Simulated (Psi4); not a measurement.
H2Cl2Ge (SMILES [Cl][GeH2][Cl]), singlet, geometry from GFN2-xTB, atoms displaced at random by about 0.08 Å a coordinate; B3LYP/STO-3G, gradient (Psi4).

The Psi4 input:
```
memory 2 GB

molecule {
0 1
  Ge    0.19155177   -0.73123688    0.00733415
  Cl    1.72623628    0.68969889   -0.23923416
  Cl   -1.69118444    0.65659178   -0.00340992
  H    -0.17690637   -1.44927625    1.28293613
  H    -0.02205491   -1.58996746   -1.24267537
symmetry c1
no_reorient
no_com
}

set basis sto-3g

gradient('b3lyp')
print_variables()
```

The log (banner, timings and long lists left out):

```
gradient() will perform analytic gradient computation.

   => Loading Basis Set <=

    Name: STO-3G
    Role: ORBITAL
    Keyword: BASIS

         ---------------------------------------------------------
                                   SCF
               by Justin Turney, Rob Parrish, Andy Simmonett
                          and Daniel G. A. Smith
                              RKS Reference
         ---------------------------------------------------------

  ==> Geometry <==

    Molecular point group: c1
    Full point group: C1

    Geometry (in Angstrom), charge = 0, multiplicity = 1:

       Center              X                  Y                   Z               Mass
    ------------   -----------------  -----------------  -----------------  -----------------
         GE           0.191551770000    -0.731236880000     0.007334150000    73.921177761000
         CL           1.726236280000     0.689698890000    -0.239234160000    34.968852682000
         CL          -1.691184440000     0.656591780000    -0.003409920000    34.968852682000
         H           -0.176906370000    -1.449276250000     1.282936130000     1.007825032230
         H           -0.022054910000    -1.589967460000    -1.242675370000     1.007825032230

  Running in c1 symmetry.

  Rotational constants: A =      0.21136  B =      0.07955  C =      0.05926 [cm^-1]
  Rotational constants: A =   6336.47262  B =   2384.70768  C =   1776.46791 [MHz]
  Nuclear repulsion =  338.672094849943221

  Charge       = 0
  Multiplicity = 1
  Electrons    = 68
  Nalpha       = 34
  Nbeta        = 34

  ==> Algorithm <==

  SCF Algorithm Type is DF.
  DIIS enabled.
  MOM disabled.
  Fractional occupation disabled.
  Guess Type is SAD.
  Energy threshold   = 1.00e-08
  Density threshold  = 1.00e-08
  Integral threshold = 1.00e-12

  ==> Primary Basis <==

  Basis Set: STO-3G
    Blend: STO-3G
    Number of shells: 20
    Number of basis functions: 38
    Number of Cartesian functions: 39
    Spherical Harmonics?: true
    Max angular momentum: 2

  ==> DFT Potential <==

   => LibXC <=

    Version 7.1.2
    S. Lehtola, C. Steigemann, M. J. T. Oliveira, and M. A. L. Marques,  SoftwareX 7, 1–5 (2018) (10.1016/j.softx.2017.11.002)

   => Composite Functional: B3LYP <=

    B3LYP Hyb-GGA Exchange-Correlation Functional

    P. J. Stephens, F. J. Devlin, C. F. Chabalowski, and M. J. Frisch,  J. Phys. Chem. 98, 11623 (1994) (10.1021/j100096a001)

    Deriv               =              1
    GGA                 =           TRUE
    Meta                =          FALSE

    Exchange Hybrid     =           TRUE
    MP2 Hybrid          =          FALSE

   => Exchange Functionals <=

    0.0800   Slater exchange
    0.7200         Becke 88

   => Exact (HF) Exchange <=

    0.2000               HF

   => Correlation Functionals <=

    0.1900   Vosko, Wilk & Nusair (VWN5_RPA)
    0.8100   Lee, Yang & Parr

   => LibXC Density Thresholds  <==

    XC_HYB_GGA_XC_B3LYP:  1.00E-15

   => Molecular Quadrature <=

    Radial Scheme          =       TREUTLER
    Pruning Scheme         =           NONE
    Nuclear Scheme         =       TREUTLER

    Blocking Scheme        =         OCTREE
    BS radius alpha        =              1
    Pruning alpha          =              1
    Radial Points          =             75
    Spherical Points       =            302
    Total Points           =         103523
    Total Blocks           =            843
    Max Points             =            255
    Max Functions          =             33
    Weights Tolerance      =       1.00E-15

   => Loading Basis Set <=

    Name: (STO-3G AUX)
    Role: JKFIT
    Keyword: DF_BASIS_SCF

  ==> Integral Setup <==

  SCF_SUBTYPE=INCORE selected. In-core MEM_DF algorithm will be used.
  Using in-core AOs.

  ==> MemDFJK: Density-Fitted J/K Matrices <==

    J tasked:                   Yes
    K tasked:                   Yes
    wK tasked:                   No
    Algorithm:                 Core
[...]
  @DF-RKS Final Energy: -2964.68698472937285
    Total Energy =                      -2964.6869847293728526
[...]
                       Andy Simmonett, and Alex Sokolov
         ------------------------------------------------------------

  ==> Geometry <==

    Molecular point group: c1
    Full point group: C1

    Geometry (in Angstrom), charge = 0, multiplicity = 1:

       Center              X                  Y                   Z               Mass
    ------------   -----------------  -----------------  -----------------  -----------------
         GE           0.191551770000    -0.731236880000     0.007334150000    73.921177761000
         CL           1.726236280000     0.689698890000    -0.239234160000    34.968852682000
         CL          -1.691184440000     0.656591780000    -0.003409920000    34.968852682000
         H           -0.176906370000    -1.449276250000     1.282936130000     1.007825032230
         H           -0.022054910000    -1.589967460000    -1.242675370000     1.007825032230

  Nuclear repulsion =  338.672094849943221

  ==> Basis Set <==

  Basis Set: STO-3G
    Blend: STO-3G
    Number of shells: 20
    Number of basis functions: 38
    Number of Cartesian functions: 39
    Spherical Harmonics?: true
    Max angular momentum: 2

  ==> DFJKGrad: Density-Fitted SCF Gradients <==

    Gradient:                    1
    J tasked:                  Yes
    K tasked:                  Yes
    wK tasked:                  No
    Integrals threads:           1
    Schwarz Cutoff:          1E-12
    Fitting Condition:       1E-10

   => Auxiliary Basis Set <=

  Basis Set: (STO-3G AUX)
    Blend: DEF2-UNIVERSAL-JKFIT
    Number of shells: 148
    Number of basis functions: 558
    Number of Cartesian functions: 721
    Spherical Harmonics?: true
    Max angular momentum: 5

  ==> DFT Potential <==

   => LibXC <=

    Version 7.1.2
    S. Lehtola, C. Steigemann, M. J. T. Oliveira, and M. A. L. Marques,  SoftwareX 7, 1–5 (2018) (10.1016/j.softx.2017.11.002)

   => Composite Functional: B3LYP <=

    B3LYP Hyb-GGA Exchange-Correlation Functional

    P. J. Stephens, F. J. Devlin, C. F. Chabalowski, and M. J. Frisch,  J. Phys. Chem. 98, 11623 (1994) (10.1021/j100096a001)

    Deriv               =              1
    GGA                 =           TRUE
    Meta                =          FALSE

    Exchange Hybrid     =           TRUE
    MP2 Hybrid          =          FALSE

   => Exchange Functionals <=

    0.0800   Slater exchange
    0.7200         Becke 88

   => Exact (HF) Exchange <=

    0.2000               HF

   => Correlation Functionals <=

    0.1900   Vosko, Wilk & Nusair (VWN5_RPA)
    0.8100   Lee, Yang & Parr

   => LibXC Density Thresholds  <==

    XC_HYB_GGA_XC_B3LYP:  1.00E-15

   => Molecular Quadrature <=

    Radial Scheme          =       TREUTLER
    Pruning Scheme         =           NONE
    Nuclear Scheme         =       TREUTLER

    Blocking Scheme        =         OCTREE
    BS radius alpha        =              1
    Pruning alpha          =              1
    Radial Points          =             75
    Spherical Points       =            302
    Total Points           =         103523
    Total Blocks           =            843
    Max Points             =            255
    Max Functions          =             33
    Weights Tolerance      =       1.00E-15

  -Total Gradient:
     Atom            X                  Y                   Z
    ------   -----------------  -----------------  -----------------
       1        0.073188675812     0.011160989658     0.004561751836
       2       -0.009434648475     0.002752974496    -0.003410751842
       3       -0.030380078274     0.023571305133     0.001998181110
       4       -0.022779448583    -0.016524759056     0.026325351200
       5       -0.011168859730    -0.021097172274    -0.029463973558

  Variable Map:
  ----------------------------------------------------------------------------
[...]
  Array Variable Map:
  ----------------------------------------------------------------------------
[...]
[...]
```
